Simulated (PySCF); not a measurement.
Geometry:
| atom | x (Å) | y (Å) | z (Å) |
| --- | --- | --- | --- |
| N1 | -2.051 | 3.540 | 0.060 |
| C2 | -1.949 | 2.393 | 0.203 |
| C3 | -1.812 | 0.988 | 0.394 |
| C4 | -2.018 | 0.096 | -0.593 |
| C5 | -1.807 | -1.363 | -0.470 |
| Si6 | -0.057 | -1.824 | -1.093 |
| C7 | 1.197 | -1.060 | 0.065 |
| C8 | 1.636 | 0.205 | -0.074 |
| Si9 | 2.781 | 1.065 | 1.138 |
| H10 | -1.515 | 0.661 | 1.396 |
| H11 | -2.302 | 0.478 | -1.581 |
| H12 | -2.539 | -1.929 | -1.069 |
| H13 | -1.883 | -1.700 | 0.576 |
| H14 | 0.112 | -1.270 | -2.471 |
| H15 | 0.060 | -3.314 | -1.122 |
| H16 | 1.537 | -1.642 | 0.934 |
| H17 | 1.294 | 0.786 | -0.944 |
| H18 | 2.101 | 2.256 | 1.732 |
| H19 | 4.022 | 1.536 | 0.450 |
| H20 | 3.143 | 0.102 | 2.221 |

Level of theory: PBE0-D3(BJ)/def2-SVP geometry, GIAO PBE0/pcSseg-1 shieldings, in PySCF 2.14.0 with density-fitted response routines (a single conformation, gas phase, no relativistic terms, fast rotation and ring inversion assumed for equivalent nuclei).

Chemical shifts δ = σref − σ; TMS for 13C and 1H and 29Si; NH3 for 15N, all at this level.

```
      atoms  nucleus  count  Hirshfeld charge  δ (ppm)
         N1      15N      1             -0.23        ?
        H10       1H      1              0.06     4.74
         C5      13C      1             -0.15     23.1
        H16       1H      1              0.04     6.82
        H17       1H      1              0.04        ?
         C7      13C      1             -0.13    151.2
        Si9     29Si      1              0.31    -64.6
H18/H19/H20       1H      3             -0.07     4.27
        Si6     29Si      1              0.35    -44.1
         C2      13C      1              0.07    122.2
         C4      13C      1              0.00    159.0
         C8      13C      1             -0.12    163.3
    H12/H13       1H      2              0.05        ?
         C3      13C      1             -0.04    107.0
    H14/H15       1H      2             -0.07        ?
        H11       1H      1              0.06        ?
```

Complete the table.

## Answers


- H17: 6.79 ppm, hydrogen on an alkene CH; a vinylic proton, deshielded by the sp2 carbon and the C=C anisotropy
- H11: 6.55 ppm, hydrogen on an alkene CH; olefinic region
- H14/H15: 4.26 ppm, hydrogen on a silicon bonded to 2 C
- H12/H13: 1.78 ppm, hydrogen on an allylic sp3 CH2 bonded to Si; allylic position
- N1: 318.7 ppm, nitrile nitrogen

Shifts are as computed. Against solution values, carbons near 30 ppm lie about +2 ppm off and those near 130 ppm about +5 ppm. Of 1211 compounds with measured shifts, 218 miss one by over three times the rms of a fit or turn the order of signals round; such compounds aren't used in these exercises. Experimental scales use liquid or dissolved standards, which lie at an offset from isolated NH3 (liquid NH3: subtract about 20 ppm). Unscaled 15N shifts of sp2 nitrogen come out 20 to 40 ppm too high even then.
